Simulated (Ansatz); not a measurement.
Species: H₃GeO₂, charge 0, doublet. H3GeO2 (SMILES [OH][GeH][OH], doublet).
B3LYP-D3(BJ)/def2-TZVP minimum from Ansatz (a quantum-chemistry and plane-wave program):
```xyz
6

Ge    -0.3468     0.0621    -0.1675
O      0.1253    -0.8578     1.3110
O      1.2318     0.6087    -0.8009
H     -1.0864     1.3975     0.2154
H     -0.5992    -1.3484     1.7139
H      1.9274    -0.0427    -0.6516
```
Charge 0, spin multiplicity 2.

Total energies in hartree (Ansatz). UHF or UKS for unpaired electrons; spin-orbit terms are left out. Cores are frozen in correlated methods (noble-gas shells, and filled d and f shells in the p block). No relativity. Where a partner has so few electrons that a lower coupled-cluster level is exact, that level stands in.

```tsv
species	HF/cc-pVTZ	CCSD(T)/cc-pVTZ	HF/cc-pVQZ	CCSD(T)/cc-pVQZ	CCSD(T)/cc-pVDZ	CCSDT(Q)/cc-pVDZ
1: H3GeO2 (SMILES [OH][GeH][OH], doublet)	-2226.95661	-2227.58185	-2226.97479	-2227.64427	-2227.31145	-2227.31382
2: Ge (triplet)	-2075.36107	-2075.42794	-2075.36359	-2075.43284	-2075.34866	-2075.34895
3: O (triplet)	-74.81176	-74.97396	-74.81729	-74.99357	-74.90995	-74.91013
4: H (doublet)	-0.49981	-0.49981	-0.49995	-0.49995	-0.49928	-0.49928
```

Q: Work out the atomisation energy (electronic, to ground-state atoms) in kcal/mol: take Hartree-Fock from cc-pVQZ, extrapolate the CCSD(T) correlation energy as X^-3 (X = 3, 4), and add CCSDT(Q) - CCSD(T) in cc-pVDZ. 1 hartree = 627.51 kcal/mol.

A: 
Species 1: correlation (64·(-0.66948) - 27·(-0.62524))/37 = -0.70176; step -0.00237; E1 = -2226.97479 + (-0.70176) + (-0.00237) = -2227.67892
Species 2: correlation (64·(-0.06925) - 27·(-0.06687))/37 = -0.07099; step -0.00029; E2 = -2075.36359 + (-0.07099) + (-0.00029) = -2075.43487
Species 3: correlation (64·(-0.17628) - 27·(-0.16220))/37 = -0.18655; step -0.00018; E3 = -74.81729 + (-0.18655) + (-0.00018) = -75.00402
Species 4: correlation (64·(0.00000) - 27·(0.00000))/37 = 0.00000; step +0.00000; E4 = -0.49995 + (0.00000) + (+0.00000) = -0.49995
-1·E1 +1·E2 +2·E3 +3·E4 = 0.73616 hartree = 461.9 kcal/mol.
